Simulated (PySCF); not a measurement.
Where the electron goes

C₆H₉FO.
Structure used (GFN2-xTB), in Å, numbered top down from 1:
```xyz
17
C6H9FO angstrom
F     -2.6885   -0.3677   -0.5340
C     -1.4864   -1.0157   -0.4097
C     -0.7000   -0.4484    0.7813
C     -0.3627    1.0337    0.5984
C      0.6134    1.2299   -0.5612
C      1.6884    0.1884   -0.4830
C      1.5489   -0.9030    0.2560
O      0.4522   -1.2430    0.9899
H     -1.7015   -2.0768   -0.2501
H     -0.9436   -0.8826   -1.3495
H     -1.3105   -0.5804    1.6836
H      0.0985    1.3883    1.5222
H     -1.2863    1.5892    0.4367
H      1.0582    2.2257   -0.5049
H      0.0911    1.1705   -1.5214
H      2.6009    0.3541   -1.0305
H      2.3209   -1.6502    0.3663
```

Computed with TDDFT PBE0/def2-SVPD, vertical, gas phase, core orbitals frozen in the response (PySCF).

Frontier orbitals with the atoms that hold most of them (Löwdin shares over 4%, at most four atoms; ? is withheld):

```
orbital  ε (eV)                              atoms
 LUMO+2    1.24  O8 12%, H11 12%, H10 12%, H15 10%
 LUMO+1    0.79      C7 29%, C6 24%, O8 12%, C5 7%
   LUMO    0.61      C6 12%, C7 11%, C5 10%, C2 9%
   HOMO   -6.60                                  ?
 HOMO-1   -8.96                                  ?
 HOMO-2   -9.07     C3 16%, C2 15%, F1 13%, O8 10%
 HOMO-3   -9.65     C4 19%, C5 18%, C6 17%, H13 9%
```

Task: Which atoms hold the HOMO-1, and with what shares?

Result: O8 (bonded to 2 C) 23%; C4 (bonded to 2 C and 2 H) 16%; C3 (bonded to 2 C, O and H) 16%; C5 (bonded to 2 C and 2 H) 8%. By element: carbon 40% or more, oxygen 23%.

Task: Which atoms hold the HOMO, and with what shares?

Result: C6 (bonded to 2 C and H) 32%; O8 (bonded to 2 C) 24%; C7 (bonded to C, O and H) 23%; C5 (bonded to 2 C and 2 H) 7%. By element: carbon 62% or more, oxygen 24%.

Task: How does S1 compare with the orbital gap of 7.21 eV?

Result: S1 is at 6.07 eV (f = 0.0052), 1.14 eV below the gap, made of HOMO→LUMO (84%), HOMO→LUMO+1 (12%). Without the coupling terms of the response equations the lowest excitation would equal the gap.

Next come S2 at 6.61 eV (f 0.072), HOMO→LUMO+1 (49%), HOMO→LUMO+2 (22%), HOMO→LUMO+3 (12%); S3 at 6.81 eV (f 0.016), HOMO→LUMO+2 (70%), HOMO→LUMO+3 (19%); S4 at 6.99 eV (f 0.111), HOMO→LUMO+3 (54%), HOMO→LUMO+1 (27%); S5 at 7.09 eV (f 0.0060), HOMO→LUMO+4 (88%).

Löwdin shares depend on the basis, the more so with diffuse functions.

One conformer stands for the species.
